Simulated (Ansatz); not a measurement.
Frontier orbitals of CH5BClN, SMILES `CNBCl`.

Cartesian coordinates in Å:
```
C 0.127 0.016 1.190
N -0.168 0.424 -0.164
B -0.020 -0.353 -1.296
Cl -0.435 0.322 -2.880
H 0.900 0.646 1.638
H -0.763 0.061 1.824
H 0.488 -1.012 1.182
H -0.511 1.368 -0.260
H 0.381 -1.473 -1.234
```

Total charge 0; spin multiplicity 1. The structure was optimised at the PBE0-D4/def2-TZVP level. It is one conformer, not always the lowest. Basis def2-TZVPP, Ansatz.

```csv
functional,HOMO (eV),LUMO (eV),gap (eV)
PBE,-6.50,-0.72,5.78
PBE0,-7.81,0.24,8.05
BHLYP,-9.03,1.23,10.26
ωB97M-V,-10.08,2.13,12.21
```

Against PBE, PBE0 changes HOMO and LUMO by −1.31 and +0.96 eV, ωB97M-V by −3.59 and +2.84 eV. A gap of 5.78 eV thus becomes 12.21 eV for the same molecule, so an orbital gap means little without its functional. A positive LUMO is unbound and depends on the basis.
